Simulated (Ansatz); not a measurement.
Program: Ansatz. Geometries: PBE0-D4/def2-TZVP. ΔE: electronic, gas phase. CBS: MP2 limit from def2 TZ/QZ plus the TZ coupled-cluster correction, frozen cores. This one scheme is used for every species. Functionals use def2-TZVPP. def2 core potentials past Kr. For I, Sn outer-core shells are correlated without core-valence functions, which leaves a few kJ/mol of doubt a bond. One conformer a species, not always the lowest.

`[F][Sn]([F])([F])[I]` + CH₃SH → `C[S][Sn]([F])([F])[F]` + HI  (ligand exchange at the Sn–I bond)

```tsv
level	ΔE (kJ/mol)
revPBE-D4	31.3
PBE-QIDH	38.8
PBE	35.6
CCSD/CBS(def2)	41.9
```

Problem. What does CCSD(T)/CBS give? (Best estimate.)

Solution. The calculation gave: +39.8 kJ/mol. The listed levels differ from it by -8.5, -1.0, -4.2, 2.1 kJ/mol.

Largest T1 diagnostic among the species: 0.014.

In def2-TZVPP, CCSD(T) changes the Hartree–Fock value by −15.9 kJ/mol (the triples alone add −2.1 kJ/mol) and MP2 by −12.1 kJ/mol. At CCSD(T), def2-SVP lies −4.7 kJ/mol from the extrapolated value and def2-TZVPP −8.1 kJ/mol. From PBE to PBE0 (25 % exact exchange), in def2-TZVPP and without D4, ΔE moves by +3.1 kJ/mol.
